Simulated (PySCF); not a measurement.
Two species compared at the same levels of theory.

First species: InH2Et, C2H7In.
SMILES: `C[CH2][InH2]`

Second species: C7H13P.
Bonds: C1–C2, C2–C3, C2–C4, C4–C5 (double), C5–C6, C6–C7, C7–P8, C4–P8. Hydrogens: H9, H10, H11 on C1; H12 on C2; H13, H14, H15 on C3; H16 on C5; H17, H18 on C6; H19, H20 on C7; H21 on P8.

Levels: B3LYP/def2-SVPD for HOMO energy, LUMO energy, HOMO–LUMO gap and static isotropic polarisability; TDDFT B3LYP/def2-SVPD for lowest singlet excitation; TDA B3LYP/def2-SVPD for lowest triplet excitation (Tamm–Dancoff); ΔSCF B3LYP/def2-SVPD for vertical ionisation energy. Geometries: PBE0-D3(BJ)/def2-SVP. Each species is one conformer at its optimised geometry, gas phase (atoms past krypton carry core potentials, spin–orbit coupling is left out). Electronic properties by PySCF.

| property | column X | column Y |
| --- | --- | --- |
| HOMO energy | -6.29 eV | -6.91 eV |
| LUMO energy | -0.15 eV | -1.89 eV |
| HOMO–LUMO gap | 6.14 eV | 5.02 eV |
| lowest singlet excitation | 5.36 eV | 4.00 eV |
| lowest triplet excitation (Tamm–Dancoff) | 4.02 eV | 3.73 eV |
| static isotropic polarisability | 108.8 au | 67.3 au |
| vertical ionisation energy | 8.29 eV | 9.10 eV |

Task: Which column belongs to which species?

Result: Column X is the second species and column Y the first. The first has 10 atoms and 68 electrons, the second 21 and 70.

Task: How does each property change from the first species to the second?

Result: HOMO energy +0.62 eV; LUMO energy +1.74 eV; HOMO–LUMO gap +1.12 eV; lowest singlet excitation +1.36 eV; lowest triplet excitation (Tamm–Dancoff) +0.29 eV; static isotropic polarisability +41.5 au; vertical ionisation energy -0.81 eV.

On the first: The polarisability is 9.98 Å³ as a volume (1 au = 0.148185 Å³). S1 lies 1.02 eV below the HOMO–LUMO gap; its leading configuration is HOMO→LUMO, weight 1.00. Atoms past krypton carry effective core potentials; spin–orbit coupling is left out.

On the second: The ΔSCF ionisation energy exceeds −ε(HOMO) by 2.00 eV with B3LYP. No computed singlet falls in the visible range (750 to 380 nm, 1.65 to 3.26 eV); S1 lies 2.10 eV above its blue end.
